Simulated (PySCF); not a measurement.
TaHCl, quartet: computed properties

Computed with PySCF, UPBE0, basis Ta def2-TZVP with ECP60, H def2-TZVP, Cl def2-TZVP (scalar-relativistic core potentials, no spin–orbit coupling, density fitting).

The structure is a higher-order saddle point with 2 imaginary modes (one degenerate set).

```
Point group                                                                   : C∞v
Bond lengths                                                                  : Ta–Cl 2.311 Å, Ta–H 1.862 Å
Bond angles                                                                   : Cl–Ta–H 180.0°
Lowest empty level (α)                                                        : -2.86 eV
Principal quadrupole moments (Buckingham, traceless) about the centre of mass : -8.97, 4.49, 4.49 D Å
Dipole moment                                                                 : 0.12 D
Zero-point energy (real modes)                                                : 12.5 kJ/mol
Spin squared ⟨S²⟩                                                             : 3.759
Rotational constants                                                          : 0.1043 cm⁻¹
Principal polarisabilities                                                    : 60.0, 60.0, 66.7 bohr³
Highest occupied level (α)                                                    : -6.11 eV
Atomisation energy without zero-point energy                                  : 729 kJ/mol
```

Harmonic modes (masses in u: Ta 180.948, H 1.008, Cl 34.969):
| symmetry | ω (cm⁻¹) | IR (km/mol, summed over degenerate members) |
| --- | --- | --- |
| π | 346i | – |
| σ+ | 373 | 74.4 |
| σ+ | 1713 | 410 |

In C∞v the vibrations span π + 2σ+.

Charges (e):
| atom | Mulliken | Löwdin | polar tensor | spin (Mulliken) | Mayer order to Ta1 |
| --- | --- | --- | --- | --- | --- |
| Ta1 | 0.54 | 0.22 | 1.05 | 3.12 | – |
| H2 | -0.18 | -0.23 | -0.41 | -0.04 | 0.92 |
| Cl3 | -0.37 | 0.01 | -0.63 | -0.08 | 1.11 |

Mulliken populations on Ta1 (electrons outside its core potential): s 2.95, p 6.32, d 3.15, f 0.04.

Outer orbital energies (eV). α occupied: -22.67, -11.35, -9.82, -9.82, -8.14, -6.82, -6.11, -6.11; empty: -2.86, -2.86, -0.79, -0.79. β occupied: -22.75, -11.21, -9.84, -9.84, -8.10; empty: -2.56, -1.81, -1.81, -1.04.

This need not be the most stable arrangement of these atoms. Open d and f shells are described by one determinant, and the ground state may have another occupation or spin. At this level a quartet minimum of Cs symmetry lies 20 kJ/mol below this structure. No spin–orbit coupling is included, which matters more the heavier the element.

The final relaxation and frequency run took 26 s on 2 threads of a shared Arm Neoverse V1 host, with 83 basis functions and 9 gradients; the process peaked at 0.79 GiB. Launch command: `OMP_NUM_THREADS=2 python axn.py task.json out`.
